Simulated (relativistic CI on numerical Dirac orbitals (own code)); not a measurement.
Calculated at this level of theory: Dirac-Coulomb-Breit CI, KLI orbitals optimised for each configuration, a model potential for QED, unscaled Slater integrals (own radial code, finite nucleus).

CI space (outside the closed core [Ar] 3d10): 4s²4p⁶4d¹⁰, 4s²4p⁶4d⁹4f, 4s²4p⁵4d¹⁰4f, 4s²4p⁶4d⁹5s, 4s4p⁶4d¹⁰4f, 4s²4p⁶4d⁹5p, 4s²4p⁶4d⁹5d, 4s²4p⁵4d¹⁰5s, 4s²4p⁶4d⁹5f, 4s²4p⁵4d¹⁰5p, 4s²4p⁶4d⁹6s, 4s²4p⁶4d⁹5g, 4s²4p⁶4d⁹6p, 4s²4p⁶4d⁹6d, 4s²4p⁵4d¹⁰5d, 4s4p⁶4d¹⁰5s, 4s²4p⁶4d⁹6f, 4s²4p⁶4d⁹7s, 4p⁶4d¹⁰4f², 4p⁶4d⁹4f³, 4p⁵4d¹⁰4f³, 4p⁶4d⁹4f²5s, 4p⁶4d⁹4f²5p, 4p⁶4d⁹4f²5d. Double excitations out of closed p, d and f shells are left out; levels of such configurations are missing from the list, as are those of other unlisted configurations, and high levels can miss mixing partners. These lack a partner that the ground configuration has and come out too high: 4s²4p⁵4d¹⁰5s, 4s²4p⁶4d⁹5f, 4s²4p⁵4d¹⁰5p, 4s²4p⁶4d⁹6s, 4s²4p⁶4d⁹5g.

At this charge energies of transitions that change n are usually good to better than 1 %, and those within a shell (Δn = 0) to a few per cent.

Outline of the computed level scheme of Er XXIII. Lowest level of each configuration: 4s²4p⁶4d¹⁰ ¹S0 at 0.000 eV; 4s²4p⁶4d⁹4f ³P°0 at 159.665 eV; 4s²4p⁶4d⁹5s ³D3 at 244.188 eV; 4s²4p⁶4d⁹5p ³P°2 at 279.018 eV; 4s²4p⁵4d¹⁰4f ³D1 at 323.133 eV.

Some strong electric-dipole decays among the lowest 45 levels: 4s²4p⁶4d⁹4f ¹P°1 → 4s²4p⁶4d¹⁰ ¹S0 (5.4e+12 s⁻¹); 4s²4p⁶4d⁹5p ¹P°1 → 4s²4p⁶4d¹⁰ ¹S0 (7.9e+11 s⁻¹); 4s²4p⁵4d¹⁰4f ³G4 → 4s²4p⁶4d⁹4f ³H°5 (5.8e+11 s⁻¹); 4s²4p⁵4d¹⁰4f ³G5 → 4s²4p⁶4d⁹4f ³H°6 (5.7e+11 s⁻¹); 4s²4p⁵4d¹⁰4f ³F4 → 4s²4p⁶4d⁹4f ³G°5 (4.4e+11 s⁻¹); 4s²4p⁶4d⁹5p ³D°1 → 4s²4p⁶4d¹⁰ ¹S0 (3.3e+11 s⁻¹); 4s²4p⁵4d¹⁰4f ³F3 → 4s²4p⁶4d⁹4f ³G°4 (2.6e+11 s⁻¹); 4s²4p⁵4d¹⁰4f ¹F3 → 4s²4p⁶4d⁹4f ³G°4 (2.2e+11 s⁻¹).

LS names give the leading component of a level, which can be under half, so a name can repeat, a term be missing and a line seem to break the LS rules.
